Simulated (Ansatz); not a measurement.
NbSCl3. Total charge 0; triplet. Geometry PBE-D4/def2-SVP, that of the neutral singlet; atoms count from 1.

```xyz
5

Nb   -0.0092    0.0047   -0.0044
S     1.7501   -0.8943    0.8257
Cl   -1.7106   -0.2842    1.4930
Cl   -0.4622   -1.0484   -1.9808
Cl    0.4319    2.2222   -0.3336
```

In the def2 sets Nb takes a core potential; there is no spin–orbit coupling. At PBE0-D4/def2-TZVP a singlet of charge 0 lies 2.76 eV below the triplet at the same geometry.

**Question.** Estimate the Mulliken populations from the PBE0/def2-TZVP orbitals of Ansatz.

**Answer.** 
| atom | charge (e) | spin (α − β) | d electrons |
| --- | --- | --- | --- |
| Nb1 | 1.22 | 0.88 | 3.16 |
| S2 | -0.21 | 0.95 | – |
| Cl3 | -0.33 | 0.07 | – |
| Cl4 | -0.35 | 0.02 | – |
| Cl5 | -0.33 | 0.07 | – |
Mulliken values depend strongly on the basis.

**Question.** Where does the spin sit?

**Answer.** Summed by element: Nb 0.88, S 0.95, Cl 0.17, of 2 unpaired in all. Largest on single atoms: S2 0.95, Nb1 0.88, Cl3 0.07.

**Question.** And the Mayer bond orders between heavy atoms (over 0.3)?

**Answer.** Nb1–S2 1.34 (2.14 Å); Nb1–Cl3 1.07 (2.28 Å); Nb1–Cl4 1.05 (2.28 Å); Nb1–Cl5 1.07 (2.28 Å).
